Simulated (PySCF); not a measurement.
PySCF input file for Ni(OH)2 (H2NiO2), SMILES [Ni]([OH])[OH] (connectivity only; charge and spin as stated), neutral, multiplicity 3, TDA-CAM-B3LYP/def2-SVPD. The structure is a stationary point at PBE0-D3(BJ)/def2-TZVP. The spin state was assumed, not searched. One conformer was computed; it need not be the lowest.

```python
import numpy as np
from pyscf import gto, scf, dft, tdscf

mol = gto.M(
    atom='''
    Ni   -0.00000000   -0.00000000    0.02054587
    O     0.00000000    1.74396320   -0.11956619
    H     0.00000000    2.28929805    0.66888737
    O     0.00000000   -1.74396319   -0.11956620
    H     0.00000000   -2.28929806    0.66888738
    ''',
    basis='def2-SVPD',
    charge=0,
    spin=2,
    max_memory=1600,
    verbose=4,
)
mf = dft.UKS(mol, xc='cam-b3lyp').density_fit(auxbasis='def2-universal-jkfit')
mf.grids.level = 3
mf.conv_tol = 1e-9
mf.max_cycle = 100
mf.kernel()
fine, coarse = mf.grids, dft.Grids(mol).set(level=1).build(with_non0tab=True)
for _ in range(3):  # follow internal instabilities
    mf.grids = coarse
    mo, _, stable, _ = mf.stability(return_status=True, nroots=4)
    mf.grids = fine
    if stable:
        break
    mf.kernel(mf.make_rdm1(mo, mf.mo_occ))
mf.grids = dft.Grids(mol).set(level=1).build(with_non0tab=True)  # coarser grid for the response kernel
td = tdscf.TDA(mf)
td.nstates = 10
td.conv_tol = 1e-4
td.positive_eig_threshold = 1e-6
td.kernel(x0=td.get_init_guess(mf, 15))
td.analyze()
```

Output:

```
[...]
  beta  nocc = 22  HOMO = -0.361878586732507  LUMO = -0.0942203138401778
  HOMO = -0.357376812446  LUMO = -0.0942203138402  gap/eV = 7.16085
cycle= 8 E= -1659.74151827354  delta_E= -0.000606  |g|= 0.00408  |ddm|= 0.0958
  alpha nocc = 24  HOMO = -0.357331309893897  LUMO = 0.0145023254560455
  beta  nocc = 22  HOMO = -0.361882918915551  LUMO = -0.0938592952059416
  HOMO = -0.357331309894  LUMO = -0.0938592952059  gap/eV = 7.16944
cycle= 9 E= -1659.74179869571  delta_E= -0.00028  |g|= 0.0038  |ddm|= 0.0512
  alpha nocc = 24  HOMO = -0.357295774244167  LUMO = 0.0147458983394282
  beta  nocc = 22  HOMO = -0.361938791502096  LUMO = -0.0938122445474319
  HOMO = -0.357295774244  LUMO = -0.0938122445474  gap/eV = 7.16975
cycle= 10 E= -1659.74198311742  delta_E= -0.000184  |g|= 0.0035  |ddm|= 0.0358
  alpha nocc = 24  HOMO = -0.357268152746712  LUMO = 0.0149860370688124
  beta  nocc = 22  HOMO = -0.362275746658272  LUMO = -0.0937162930579722
  HOMO = -0.357268152747  LUMO = -0.093716293058  gap/eV = 7.17161
cycle= 11 E= -1659.74223297873  delta_E= -0.00025  |g|= 0.00329  |ddm|= 0.0513
  alpha nocc = 24  HOMO = -0.357233243517743  LUMO = 0.0158185562075035
  beta  nocc = 22  HOMO = -0.363041020102226  LUMO = -0.0912828837399973
  HOMO = -0.357233243518  LUMO = -0.09128288374  gap/eV = 7.23688
cycle= 12 E= -1659.7427603597  delta_E= -0.000527  |g|= 0.00462  |ddm|= 0.124
  alpha nocc = 24  HOMO = -0.35719523506979  LUMO = 0.0155662483523535
  beta  nocc = 22  HOMO = -0.363010114635585  LUMO = -0.0924430430469307
  HOMO = -0.35719523507  LUMO = -0.0924430430469  gap/eV = 7.20427
cycle= 13 E= -1659.74279058571  delta_E= -3.02e-05  |g|= 0.00351  |ddm|= 0.0068
  alpha nocc = 24  HOMO = -0.357613979563224  LUMO = 0.0159663990980947
  beta  nocc = 22  HOMO = -0.363979586223856  LUMO = -0.0899218992904673
  HOMO = -0.357613979563  LUMO = -0.0899218992905  gap/eV = 7.28427
cycle= 14 E= -1659.74314635087  delta_E= -0.000356  |g|= 0.00542  |ddm|= 0.102
  alpha nocc = 24  HOMO = -0.357551745022504  LUMO = 0.0169896041819628
  beta  nocc = 22  HOMO = -0.363571365602247  LUMO = -0.0835800903382387
  HOMO = -0.357551745023  LUMO = -0.0835800903382  gap/eV = 7.45515
cycle= 15 E= -1659.74344213195  delta_E= -0.000296  |g|= 0.0108  |ddm|= 0.128
  alpha nocc = 24  HOMO = -0.35755991283179  LUMO = 0.0161655193797197
  beta  nocc = 22  HOMO = -0.363670339031028  LUMO = -0.0877841446845036
  HOMO = -0.357559912832  LUMO = -0.0877841446845  gap/eV = 7.34097
cycle= 16 E= -1659.74340954446  delta_E= 3.26e-05  |g|= 0.00676  |ddm|= 0.0287
  alpha nocc = 24  HOMO = -0.357935092661159  LUMO = 0.0170011316709031
  beta  nocc = 22  HOMO = -0.363615370662899  LUMO = -0.0802907492499845
  HOMO = -0.357935092661  LUMO = -0.08029074925  gap/eV = 7.55509
cycle= 17 E= -1659.74354993911  delta_E= -0.00014  |g|= 0.0129  |ddm|= 0.145
  alpha nocc = 24  HOMO = -0.357963054677152  LUMO = 0.0163792359651573
  beta  nocc = 22  HOMO = -0.363652645984335  LUMO = -0.083674365343489
  HOMO = -0.357963054677  LUMO = -0.0836743653435  gap/eV = 7.46378
cycle= 18 E= -1659.74356840798  delta_E= -1.85e-05  |g|= 0.00968  |ddm|= 0.0169
  alpha nocc = 24  HOMO = -0.358015262056206  LUMO = 0.0158776450181328
  beta  nocc = 22  HOMO = -0.363701368841036  LUMO = -0.0863949900618834
  HOMO = -0.358015262056  LUMO = -0.0863949900619  gap/eV = 7.39116
cycle= 19 E= -1659.74357751972  delta_E= -9.11e-06  |g|= 0.00713  |ddm|= 0.00984
  alpha nocc = 24  HOMO = -0.358112908469305  LUMO = 0.014964748274684
  beta  nocc = 22  HOMO = -0.363760564450353  LUMO = -0.0920224531203262
  HOMO = -0.358112908469  LUMO = -0.0920224531203  gap/eV = 7.24069
cycle= 20 E= -1659.74357847162  delta_E= -9.52e-07  |g|= 0.00213  |ddm|= 0.0214
  alpha nocc = 24  HOMO = -0.358137206775788  LUMO = 0.0146580718288218
  beta  nocc = 22  HOMO = -0.363707223172613  LUMO = -0.094400392881254
  HOMO = -0.358137206776  LUMO = -0.0944003928813  gap/eV = 7.17664
cycle= 21 E= -1659.74358145053  delta_E= -2.98e-06  |g|= 0.0011  |ddm|= 0.00743
  alpha nocc = 24  HOMO = -0.358145760420682  LUMO = 0.0147939061155169
  beta  nocc = 22  HOMO = -0.36363674803579  LUMO = -0.094173100569769
  HOMO = -0.358145760421  LUMO = -0.0941731005698  gap/eV = 7.18306
cycle= 22 E= -1659.7436077723  delta_E= -2.63e-05  |g|= 0.00087  |ddm|= 0.0184
  alpha nocc = 24  HOMO = -0.35817905990202  LUMO = 0.0150105923888928
  beta  nocc = 22  HOMO = -0.363514632785394  LUMO = -0.0929969190533058
  HOMO = -0.358179059902  LUMO = -0.0929969190533  gap/eV = 7.21597
cycle= 23 E= -1659.7436600037  delta_E= -5.22e-05  |g|= 0.00122  |ddm|= 0.0506
  alpha nocc = 24  HOMO = -0.358188231791267  LUMO = 0.0149267480259683
  beta  nocc = 22  HOMO = -0.363510534622716  LUMO = -0.0935568574099293
  HOMO = -0.358188231791  LUMO = -0.0935568574099  gap/eV = 7.20099
cycle= 24 E= -1659.74368689315  delta_E= -2.69e-05  |g|= 0.000741  |ddm|= 0.0398
  alpha nocc = 24  HOMO = -0.358192505935658  LUMO = 0.0148665612846051
  beta  nocc = 22  HOMO = -0.363600047715949  LUMO = -0.0940201749325729
  HOMO = -0.358192505936  LUMO = -0.0940201749326  gap/eV = 7.18850
cycle= 25 E= -1659.7437002738  delta_E= -1.34e-05  |g|= 0.000408  |ddm|= 0.0321
  alpha nocc = 24  HOMO = -0.358078244451847  LUMO = 0.0148832418676692
  beta  nocc = 22  HOMO = -0.363570938961482  LUMO = -0.0942078545897465
  HOMO = -0.358078244452  LUMO = -0.0942078545897  gap/eV = 7.18028
cycle= 26 E= -1659.74370423128  delta_E= -3.96e-06  |g|= 0.000308  |ddm|= 0.0168
  alpha nocc = 24  HOMO = -0.358065706229482  LUMO = 0.0149408720399204
  beta  nocc = 22  HOMO = -0.363626185222366  LUMO = -0.0941273181110613
  HOMO = -0.358065706229  LUMO = -0.0941273181111  gap/eV = 7.18213
cycle= 27 E= -1659.74370565115  delta_E= -1.42e-06  |g|= 8.71e-05  |ddm|= 0.0137
  alpha nocc = 24  HOMO = -0.358055993443745  LUMO = 0.0149454521279679
  beta  nocc = 22  HOMO = -0.363616786685151  LUMO = -0.0942011225672266
  HOMO = -0.358055993444  LUMO = -0.0942011225672  gap/eV = 7.17986
cycle= 28 E= -1659.74370571798  delta_E= -6.68e-08  |g|= 6.22e-05  |ddm|= 0.00135
  alpha nocc = 24  HOMO = -0.358058332467368  LUMO = 0.0149644359564212
  beta  nocc = 22  HOMO = -0.363607525560507  LUMO = -0.0941030755703043
  HOMO = -0.358058332467  LUMO = -0.0941030755703  gap/eV = 7.18259
cycle= 29 E= -1659.74370572425  delta_E= -6.27e-09  |g|= 6.98e-05  |ddm|= 0.000818
  alpha nocc = 24  HOMO = -0.358057695812168  LUMO = 0.0149565906953235
  beta  nocc = 22  HOMO = -0.363609360524505  LUMO = -0.0941647000589398
  HOMO = -0.358057695812  LUMO = -0.0941647000589  gap/eV = 7.18089
cycle= 30 E= -1659.74370573097  delta_E= -6.71e-09  |g|= 2e-05  |ddm|= 0.000318
  alpha nocc = 24  HOMO = -0.358057112948451  LUMO = 0.0149575523092693
  beta  nocc = 22  HOMO = -0.363608762377562  LUMO = -0.0941674755349702
  HOMO = -0.358057112948  LUMO = -0.094167475535  gap/eV = 7.18080
cycle= 31 E= -1659.74370573149  delta_E= -5.23e-10  |g|= 1.87e-05  |ddm|= 0.000514
  alpha nocc = 24  HOMO = -0.358056442376529  LUMO = 0.0149562262234619
  beta  nocc = 22  HOMO = -0.363608999127551  LUMO = -0.094177082728911
  HOMO = -0.358056442377  LUMO = -0.0941770827289  gap/eV = 7.18052
Extra cycle  E= -1659.74370573212  delta_E= -6.34e-10  |g|= 2.65e-05  |ddm|= 4.84e-05
converged SCF energy = -1659.74370573212  <S^2> = 2.0061303  2S+1 = 3.0040841
uhf_internal: lowest eigs of H = [0.00739287 0.0115102  0.04785516 0.05543104]
<class 'pyscf.df.df_jk.DFUKS'> wavefunction is stable in the internal stability analysis
tot grids = 22744
Overwritten attributes  positive_eig_threshold  of <class 'pyscf.tdscf.uks.TDA'>


******** <class 'pyscf.tdscf.uks.TDA'> for <class 'pyscf.df.df_jk.DFUKS'> ********
nstates = 10
deg_eia_thresh = 1.000e-03
wfnsym = None
conv_tol = 0.0001
eigh lindep = 1e-12
eigh level_shift = 0
eigh max_cycle = 100


Excitation energies (eV)
[0.43973687 0.51921192 0.77753294 0.92328263 1.5303079  1.77112475
 3.00445931 3.33147681 3.68906512 4.08826309]

** Excitation energies and oscillator strengths **
Excited State   1:      0.43974 eV   2819.51 nm  f=0.0000
      15b ->   23b      0.19533
      17b ->   23b      0.61188
      17b ->   25b     -0.18393
      18b ->   24b     -0.14400
      21b ->   23b      0.68874
      21b ->   25b     -0.17627
Excited State   2:      0.51921 eV   2387.93 nm  f=0.0000
      17b ->   24b      0.25190
      18b ->   23b     -0.87691
      18b ->   25b      0.23875
      21b ->   24b      0.27237
      22b ->   23b     -0.10513
Excited State   3:      0.77753 eV   1594.58 nm  f=0.0000
      16b ->   23b     -0.35462
      16b ->   25b      0.10813
      20b ->   23b     -0.88397
      20b ->   25b      0.22350
Excited State   4:      0.92328 eV   1342.86 nm  f=0.0000
      14b ->   24b      0.10430
      16b ->   24b      0.37420
      20b ->   24b      0.91881
Excited State   5:      1.53031 eV    810.19 nm  f=0.0001
      18b ->   24b     -0.98031
      21b ->   23b     -0.11307
      22b ->   24b     -0.11187
Excited State   6:      1.77112 eV    700.03 nm  f=0.0000
      15b ->   24b     -0.16352
      17b ->   24b     -0.53484
      18b ->   23b     -0.36751
      21b ->   24b     -0.73351
Excited State   7:      3.00446 eV    412.67 nm  f=0.0042
      18b ->   23b      0.12093
      22b ->   23b     -0.98354
      22b ->   25b      0.11661
Excited State   8:      3.33148 eV    372.16 nm  f=0.0000
      19b ->   23b      0.98541
      19b ->   25b     -0.15191
Excited State   9:      3.68907 eV    336.09 nm  f=0.0052
      17b ->   23b     -0.61562
      17b ->   25b      0.12570
      21b ->   23b      0.58328
      22b ->   24b     -0.49727
Excited State  10:      4.08826 eV    303.27 nm  f=0.1240
      23a ->   25a      0.11862
      24a ->   28a      0.11963
      17b ->   23b     -0.34421
      18b ->   24b     -0.10515
      21b ->   23b      0.36204
      22b ->   24b      0.81976

** Transition electric dipole moments (AU) **
state          X           Y           Z        Dip. S.      Osc.
  1        -0.0000     -0.0612     -0.0000      0.0037      0.0000
  2        -0.0316      0.0000     -0.0000      0.0010      0.0000
  3         0.0000      0.0000     -0.0337      0.0011      0.0000
  4         0.0000     -0.0000      0.0000      0.0000      0.0000
  5        -0.0000      0.0612      0.0000      0.0037      0.0001
  6         0.0210      0.0000     -0.0000      0.0004      0.0000
  7        -0.2392      0.0000      0.0000      0.0572      0.0042
  8         0.0001      0.0000     -0.0000      0.0000      0.0000
  9        -0.0000      0.2400      0.0000      0.0576      0.0052
 10         0.0000     -1.1127     -0.0000      1.2381      0.1240

** Transition velocity dipole moments (imaginary part, AU) **
state          X           Y           Z        Dip. S.      Osc.
  1        -0.0000      0.0077      0.0000      0.0001      0.0024
  2         0.0006     -0.0000      0.0000      0.0000      0.0000
  3        -0.0000     -0.0000      0.0058      0.0000      0.0008
  4         0.0000      0.0000     -0.0000      0.0000      0.0000
  5         0.0000     -0.0007     -0.0000      0.0000      0.0000
  6        -0.0078     -0.0000      0.0000      0.0001      0.0006
  7         0.0117     -0.0000     -0.0000      0.0001      0.0008
  8        -0.0000     -0.0000      0.0000      0.0000      0.0000
  9         0.0000      0.0236     -0.0000      0.0006      0.0027
 10        -0.0000     -0.0383      0.0000      0.0015      0.0065

** Transition magnetic dipole moments (imaginary part, AU) **
state          X           Y           Z
  1        -1.5424     -0.0000     -0.0007
  2         0.0000     -1.3948      0.0001
  3         0.0001      0.0008     -0.0000
  4         0.0009     -0.0000     -1.2635
  5        -0.6651     -0.0000     -0.0007
  6        -0.0000      0.4932      0.0000
  7        -0.0000     -0.0349      0.0001
  8         0.0002      0.0000      0.5159
  9         0.5207     -0.0000      0.0003
 10         0.4183      0.0000      0.0001
```

Self-consistency was reached.

Cost: very roughly 2.4 core-minutes.
